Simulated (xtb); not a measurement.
C₂H₇BO₃, SMILES OCB(O)CO. All values are semi-empirical tight-binding results from xtb (GFN2-xTB unless named), good for trends rather than for accurate numbers. Geometry: GFN2-xTB. The structure was generated by enumeration, and PubChem lists no compound with its InChIKey, so it may never have been made. The values are those of a single conformer.

- orbital gap = 5.04 eV
- dipole moment = 3.48 D
- zero-point energy = 61.9 kcal/mol
- G − E(el) at 298.15 K (modified RRHO) = 41.5 kcal/mol
- static polarisability (D4 model) = 53.2 bohr³
- solvation energy, GFN2-xTB/ALPB(water) = -11.5 kcal/mol
- solvation energy, GFN2-xTB/ALPB(ch2cl2) = -8.2 kcal/mol

### Question
Give the IR lines (harmonic; lines under 4 % of the strongest left out, lines within 3 cm⁻¹ merged). (Estimate from the structure and the level; the computed values follow.)

### Answer
ν (cm⁻¹): 70 (w), 207 (m), 278 (s), 595 (m), 738 (m), 861 (m), 906 (m), 1050 (vs), 1071 (w), 1136 (w), 1151 (w), 1191 (w), 1223 (m), 1266 (w), 1309 (vs), 1335 (w), 1351 (w), 2807 (m), 2850 (m), 2897 (w), 2941 (w), 3553 (w), 3607 (w) (against the strongest line: vs over 80 %, s over 45 %, m over 15 %, w over 4 %, vw less)
